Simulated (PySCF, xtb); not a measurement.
CH5FN2Si2, SMILES F[Si@@H]1C=N[SiH2]N1.

Harmonic wavenumbers (cm⁻¹) from GFN2-xTB run with xtb at its own minimum, in rising order: 87, 152, 225, 314, 376, 382, 499, 501, 533, 551, 630, 659, 710, 763, 783, 795, 801, 822, 935, 1117, 1269, 1668, 2296, 2319, 2383, 2947, 3527.

**Question.** What does PySCF with PBE-D3(BJ)/def2-SVP give at its own minimum? (The exact figures need the calculation; the answer reports its results.)

**Answer.** 103, 175, 264, 344, 374, 436, 457, 589, 633, 664, 680, 700, 767, 812, 839, 847, 889, 908, 957, 1048, 1286, 1602, 2173, 2176, 2187, 2937, 3557. Paired by order, the mean absolute difference is 62 cm⁻¹ and the zero-point energies are 40.1 and 40.6 kcal/mol.
